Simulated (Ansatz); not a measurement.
[closo-1-(I)B7H6]2- (B7H6I²⁻). Charge -2, multiplicity 3. Geometry B3LYP-D4/def2-SVPD, that of the charge -2 singlet; atoms count from 1.

Cartesian coordinates in Å:
```
B -0.180 -0.604 1.275
B -1.397 -0.145 0.228
B 0.073 -0.885 -0.472
B 0.961 0.621 -0.845
B -0.691 0.612 -1.082
B -0.088 1.078 0.575
B 1.277 -0.131 0.612
H -0.327 -1.198 2.324
H -2.584 -0.347 0.382
I 0.243 -2.962 -1.581
H 1.789 1.074 -1.608
H -1.275 1.057 -2.048
H -0.176 2.150 1.147
H 2.375 -0.320 1.094
```

In the def2 sets I takes a core potential; there is no spin–orbit coupling. A multiply charged anion in the gas phase is held together partly by the finite basis. The highest occupied level of the charge -2 triplet lies above zero (up to 4.04 eV). By energy differences it is unbound by 2.81 eV (vertical, against the charge -1 doublet, at PBE-D4/def2-TZVPD) and held by the finite basis. The gap within one spin of the charge -2 triplet nearly closes, so an electron or hole may be smeared out by delocalisation error. At PBE-D4/def2-TZVPD a singlet of charge -2 lies 2.50 eV below the triplet at the same geometry.

Problem. Estimate the Mulliken populations from the PBE/def2-TZVPD orbitals of Ansatz.

Solution. 
```json
{"atom": "B1", "charge (e)": "-0.24", "spin (α − β)": "0.31"}
{"atom": "B2", "charge (e)": "-0.24", "spin (α − β)": "0.31"}
{"atom": "B3", "charge (e)": "-0.08", "spin (α − β)": "0.76"}
{"atom": "B4", "charge (e)": "-0.35", "spin (α − β)": "0.18"}
{"atom": "B5", "charge (e)": "-0.26", "spin (α − β)": "0.20"}
{"atom": "B6", "charge (e)": "-0.32", "spin (α − β)": "-0.01"}
{"atom": "B7", "charge (e)": "-0.26", "spin (α − β)": "0.20"}
{"atom": "H8", "charge (e)": "-0.08", "spin (α − β)": "0.00"}
{"atom": "H9", "charge (e)": "-0.08", "spin (α − β)": "0.00"}
{"atom": "I10", "charge (e)": "0.23", "spin (α − β)": "-0.08"}
{"atom": "H11", "charge (e)": "-0.07", "spin (α − β)": "0.05"}
{"atom": "H12", "charge (e)": "-0.08", "spin (α − β)": "0.03"}
{"atom": "H13", "charge (e)": "-0.09", "spin (α − β)": "0.02"}
{"atom": "H14", "charge (e)": "-0.08", "spin (α − β)": "0.03"}
```
Mulliken values depend strongly on the basis. With diffuse functions, as here, like atoms can get unlike values, and bond orders can come out too low or too high.

Problem. Where does the spin sit?

Solution. Summed by element: B 1.95, H 0.14, I -0.08, of 2 unpaired in all. Largest on single atoms: B3 0.76, B1 0.31, B2 0.31.

Problem. And the Mayer bond orders between heavy atoms (over 0.3)?

Solution. B1–B2 0.37 (1.67 Å); B1–B3 1.25 (1.79 Å); B1–B4 0.90 (2.70 Å); B1–B5 0.80 (2.70 Å); B1–B6 0.87 (1.82 Å); B1–B7 0.43 (1.67 Å); B2–B3 1.25 (1.79 Å); B2–B4 0.90 (2.70 Å); B2–B5 0.43 (1.67 Å); B2–B6 0.87 (1.82 Å); B2–B7 0.80 (2.70 Å); B3–B4 1.06 (1.79 Å); B3–B5 1.04 (1.79 Å); B3–B7 1.04 (1.79 Å); B4–B5 0.52 (1.67 Å); B4–B6 0.81 (1.82 Å); B4–B7 0.52 (1.67 Å); B5–B6 0.89 (1.82 Å); B5–B7 0.92 (2.70 Å); B6–B7 0.90 (1.82 Å).
